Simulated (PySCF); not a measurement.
Compound: C₆H₆F₂O.
Numbering: `[CH3:1][C:2]1=[C:3]([F:4])[O:5][C:6]([F:7])=[CH:8][CH2:9]1` (hydrogens: H10, H11, H12 on C1; H13 on C8; H14, H15 on C9)

Cartesian coordinates in Å at the GFN2-xTB level; atoms count from 1:
```xyz
15
C6H6F2O angstrom
C     -2.1010   -0.2054    0.1022
C     -0.6400    0.1017    0.0261
C     -0.1697    1.3385   -0.0222
F     -0.9524    2.4247   -0.0072
O      1.1375    1.7264   -0.0930
C      2.0199    0.6990   -0.1113
F      3.2676    1.1689   -0.1780
C      1.7349   -0.5897   -0.0703
C      0.3142   -1.0679    0.0053
H     -2.3136   -0.7760    1.0057
H     -2.3971   -0.8118   -0.7532
H     -2.6909    0.7059    0.1116
H      2.5304   -1.3134   -0.0913
H      0.1687   -1.6785    0.9051
H      0.0870   -1.7144   -0.8515
```

The closed-shell SCF was solved with PySCF and density fitting under several settings on one GFN2-xTB geometry (grid level 2 and gas phase unless stated).

```csv
settings,basis functions,SCF cycles,E (Eh),HOMO (eV),LUMO (eV),dipole (D)
PBE0/pcSseg-1,183,14,-506.5229,-6.57,0.16,2.87
PBE0/def2-SVPD,237,14,-506.2299,-6.59,0.07,3.00
```

Estimate the rows for these settings: (1) BHandHLYP/ANO-RCC-VDZP, start guess vsap; (2) HF/pcSseg-1, start guess sap.

```
                                settings  basis functions  SCF cycles     E (Eh)  HOMO (eV)  LUMO (eV)  dipole (D)
BHandHLYP/ANO-RCC-VDZP, start guess vsap              156          12  -507.0120      -7.61       0.64        3.46
            HF/pcSseg-1, start guess sap              183          13  -504.3148      -9.33       4.02        3.40
```

Over all rows, what range does the HOMO–LUMO gap span?

From 6.66 eV (PBE0/def2-SVPD) to 13.35 eV (HF/pcSseg-1, start guess sap). The functional of the narrowest has 25 % exact exchange, that of the widest 100 % exact exchange.

And the dipole moment?

From 2.87 D (PBE0/pcSseg-1) to 3.46 D (BHandHLYP/ANO-RCC-VDZP, start guess vsap); the largest is 1.21 times the smallest, and the median is 3.20 D.

Compare two rows with the functional PBE0: PBE0/pcSseg-1 and PBE0/def2-SVPD. Which energy is lower, and by how much?

PBE0/pcSseg-1 (183 functions) lies 0.2930 Eh or 184 kcal/mol below PBE0/def2-SVPD (237 functions). The smaller set gives the lower energy; the two sets aren't nested, so the variational bound doesn't order them by size.

Whole jobs, the steps after the SCF included, on one thread of an Arm Neoverse V1, no GPU (shared host):

```tsv
settings	work after the SCF	wall time	peak memory
PBE0/pcSseg-1	shieldings, ring-centre shieldings, charges and field gradients	25 s	0.81 GiB
PBE0/def2-SVPD	6 singlets by full TDDFT, 2 Tamm–Dancoff triplets, polarisability	44 s	0.92 GiB
BHandHLYP/ANO-RCC-VDZP, start guess vsap	shieldings, ring-centre shieldings, charges and field gradients	47 s	0.76 GiB
HF/pcSseg-1, start guess sap	spin–spin couplings from 8 perturbed nuclei, spin–dipole term for 2 of them	25 s	0.80 GiB
```

Cycle counts include a coarse-grid stage where the run had one. ANO-RCC sets were contracted for a scalar-relativistic Hamiltonian, but ran non-relativistically here. At HF/pcSseg-1 the closed-shell solution lies near or past a triplet instability.
